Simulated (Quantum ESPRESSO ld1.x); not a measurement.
The silver ion Ag8+, 39 electrons, occupied as [Kr] 4d3. Calculated with ld1.x of Quantum ESPRESSO 7.5: Dirac Kohn-Sham, revPBE, spin-unpolarised, spherical densities, point nucleus; open shells are shared between the two j in proportion to 2j + 1.

Normalised radial functions P(r) = r R(r) (large component), r in bohr:

| r | 5s1/2 | 5p1/2 | 4f5/2 |
|---|---|---|---|
| 0.001068 | 0.0266 | 0.0011 | 0.0000 |
| 0.001402 | 0.0337 | 0.0016 | 0.0000 |
| 0.001854 | 0.0429 | 0.0023 | 0.0000 |
| 0.002434 | 0.0538 | 0.0033 | 0.0000 |
| 0.003195 | 0.0668 | 0.0050 | 0.0000 |
| 0.004227 | 0.0823 | 0.0076 | 0.0000 |
| 0.005549 | 0.0992 | 0.0115 | 0.0000 |
| 0.007283 | 0.1165 | 0.0176 | 0.0000 |
| 0.009637 | 0.1328 | 0.0272 | 0.0000 |
| 0.01265 | 0.1433 | 0.0412 | 0.0000 |
| 0.0166 | 0.1433 | 0.0614 | 0.0000 |
| 0.02197 | 0.1249 | 0.0902 | 0.0001 |
| 0.02884 | 0.0818 | 0.1264 | 0.0002 |
| 0.03815 | 0.0073 | 0.1691 | 0.0004 |
| 0.05008 | -0.0884 | 0.2069 | 0.0012 |
| 0.06573 | -0.1843 | 0.2237 | 0.0029 |
| 0.08697 | -0.2377 | 0.1931 | 0.0072 |
| 0.1142 | -0.1927 | 0.0939 | 0.0165 |
| 0.1498 | -0.0281 | -0.0716 | 0.0358 |
| 0.1983 | 0.2089 | -0.2544 | 0.0743 |
| 0.2602 | 0.3534 | -0.3346 | 0.1402 |
| 0.3416 | 0.2514 | -0.2133 | 0.2442 |
| 0.452 | -0.1168 | 0.1144 | 0.3948 |
| 0.5932 | -0.4754 | 0.4380 | 0.5725 |
| 0.7787 | -0.4731 | 0.4806 | 0.7487 |
| 1.03 | 0.0313 | 0.0822 | 0.8602 |
| 1.352 | 0.6579 | -0.5116 | 0.8334 |
| 1.775 | 0.9079 | -0.8601 | 0.6595 |
| 2.349 | 0.6475 | -0.7197 | 0.3905 |
| 3.083 | 0.2521 | -0.3325 | 0.1559 |
| 4.046 | 0.0492 | -0.0797 | 0.0363 |
| 5.354 | 0.0038 | -0.0080 | 0.0039 |

5s1/2 (empty): eigenvalue -96.893 eV, 4 radial nodes at r = 0.0390, 0.155, 0.419, 1.02 bohr, <r> = 1.82 bohr, 90 % of the charge inside 2.54 bohr. 5p1/2 (empty): eigenvalue -85.263 eV, 3 radial nodes at r = 0.135, 0.415, 1.07 bohr, <r> = 1.95 bohr, 90 % of the charge inside 2.73 bohr. 4f5/2 (empty): eigenvalue -77.113 eV, 0 radial nodes, <r> = 1.38 bohr, 90 % of the charge inside 2.15 bohr.
